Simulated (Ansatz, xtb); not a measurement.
Relative energy of two isomers of C4H5BrN2Si

Structure I is `[SiH3]c1cnc(Br)cn1`, a singlet and structure II is `[SiH3]c1cncc(Br)n1`, a singlet. Both are isolated molecules in the gas phase, relaxed with r2SCAN-D4/def2-SVP.

I (Å):

```xyz
13

C    -0.5170    0.9774   -0.5916
C    -0.6482    1.7947   -1.7257
C    -0.3845    0.0103   -3.0841
C    -0.2477   -0.8429   -1.9720
Br   -0.2812   -0.7382   -4.8318
N    -0.5810    1.3042   -2.9701
N    -0.3152   -0.3513   -0.7423
Si   -0.6019    1.6040    1.1935
H    -0.8305    3.0794    1.1780
H    -1.7234    0.9265    1.9041
H     0.6816    1.2995    1.8878
H    -0.8123    2.8755   -1.6330
H    -0.0844   -1.9195   -2.0985
```

II (Å):

```tsv
atom	x (Å)	y (Å)	z (Å)
C	-0.6573	1.0204	-0.6930
C	0.6344	1.4309	-1.0593
C	0.7373	-0.1650	-2.6818
C	-0.5583	-0.5775	-2.3147
Br	-1.3575	-2.0272	-3.2569
N	1.3228	0.8418	-2.0451
N	-1.2426	-0.0074	-1.3503
Si	-1.6842	1.8115	0.6910
H	-0.8926	2.9187	1.3039
H	-1.9989	0.7813	1.7209
H	-2.9507	2.3493	0.1182
H	1.1283	2.2615	-0.5403
H	1.2829	-0.6619	-3.4924
```

Task: Estimate E(II) − E(I) at the level CCSD(T)/def2-SVP + ΔMP2/def2-TZVPP.

Result: CCSD(T)/def2-SVP + ΔMP2/def2-TZVPP gives E(II) − E(I) = +0.01 kcal/mol, slightly favouring structure I, which is too small a margin to settle the true order.

How the difference moves with the method:

| level | geometry | E(II) − E(I) (kcal/mol) | departure from the last row (kcal/mol) | job, with rough time for the two |
| --- | --- | --- | --- | --- |
| GFN2-xTB | GFN2-xTB | −0.31 | −0.32 | optimisation, 0.44 s |
| HF/STO-3G | GFN2-xTB | −0.10 | −0.11 | single point, 2.6 s |
| r2SCAN-D4/def2-SVP//GFN2-xTB | GFN2-xTB | +0.29 | +0.28 | single point, 14 s |
| r2SCAN-D4/def2-SVP | r2SCAN-D4/def2-SVP | +0.23 | +0.22 | optimisation, 2.1 min |
| HF/def2-SVP | r2SCAN-D4/def2-SVP | +0.10 | +0.09 | part of the CCSD(T) run |
| MP2/def2-SVP | r2SCAN-D4/def2-SVP | +0.14 | +0.12 | part of the CCSD(T) run |
| CCSD(T)/def2-SVP | r2SCAN-D4/def2-SVP | +0.12 | +0.10 | single point |
| CCSD(T)/def2-SVP + ΔMP2/def2-TZVPP | r2SCAN-D4/def2-SVP | +0.01 |  | single point, 7.1 min |

As drawn, both hold the same kinds of bond in the same numbers.

The largest departure from CCSD(T)/def2-SVP + ΔMP2/def2-TZVPP is that of GFN2-xTB, 0.32 kcal/mol. A small imaginary or near-zero mode remains, so no thermal terms are given. The last row adds to CCSD(T) the change of the MP2 difference between the two basis sets, here −0.10 kcal/mol.

The correlated steps freeze 20 core orbitals; the filled d shell of Br is correlated, in a basis made for valence electrons. Run with Ansatz 0.2.0, xtb 6.7.1; the last row on 2 threads of Intel(R) Xeon(R) Processor @ 2.50GHz (Skylake/Cascade Lake) on a shared host.
